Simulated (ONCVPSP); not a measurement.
Potentials for As (Z = 33) compared

Generated with ld1.x 7.5 (TM, RRKJ, ultrasoft, PAW), atompaw 4.2 or ONCVPSP 4.0.1. The cutoff is in Ry: for ld1.x and atompaw files where the sum of valence levels is converged to 10 mRy in a Bessel basis, for ONCV files where the hardest occupied wave has 1 mHa per electron of residual kinetic energy. The error is the largest all-electron minus pseudo excitation energy over each file’s own four to seven test configurations (ionisations up to +4, promotions, holes and added fractions of an electron), all of which were solved. The labels leave out finer settings (local radius, basis sizes, second energies), which also bear on the numbers. Spin-polarised tests are not counted. The rows are a selection from randomly drawn settings: files with unsolved tests, undetermined cutoffs or missed reference levels are left out.

A true bound ghost makes a file unfit for plane-wave use even where its test errors are small: the radial tests pick states by their node count and pass the ghost by.

| potential | cutoff (Ry) | largest error (meV) | bound ghosts |
| --- | --- | --- | --- |
| ONCV, LDA (Perdew-Zunger), scalar-relativistic, rc 1.60/1.90 (sp), local smoothed, core correction no, reference 4s2 4p3, qcut 4.9/3.9, projectors 2/2 | 21 | +78 | none |
| ONCV, PBEsol, scalar-relativistic, rc 1.70/2.05/1.80 (spd), local smoothed, core correction no, reference 4s2 4p3, qcut 3.2/4.9/5.9, projectors 2/1/1 | 78 | -53 | none |
| ONCV, PBE, fully relativistic, rc 1.70/1.05/0.80 (spd), local smoothed, core correction yes, reference 3p6 3d10 4s1.75 4p3.25, qcut 3.8/17.8/22.3, projectors 1/2/1 | 347 | +6.6 | s |

(1) Fill in the row for As: ONCV, Wu-Cohen, scalar-relativistic, rc 1.30/1.45/0.95 (spd), local smoothed, core correction yes, reference 3d10 4s2 4p2, qcut 6.1/6.4/13.7, projectors 2/2/1.

(2) Fill in the row for As: ONCV, PBE, fully relativistic, rc 1.75/2.10 (sp), local smoothed, core correction yes, reference 4s2 4p2, qcut 4.8/3.9, projectors 1/2.

(3) Fill in the row for As: ONCV, PBEsol, scalar-relativistic, rc 0.85/1.00/1.10 (spd), local smoothed, core correction no, reference 3s2 3p6 3d10 4s2 4p1, qcut 15.6/12/15.7, projectors 2/3/3.

## Answers

(1) cutoff 190 Ry, largest error -623 meV, bound ghosts: s, p.

(2) cutoff 20 Ry, largest error -42 meV, bound ghosts: none.

(3) cutoff 188 Ry, largest error -1.6 meV, bound ghosts: none.
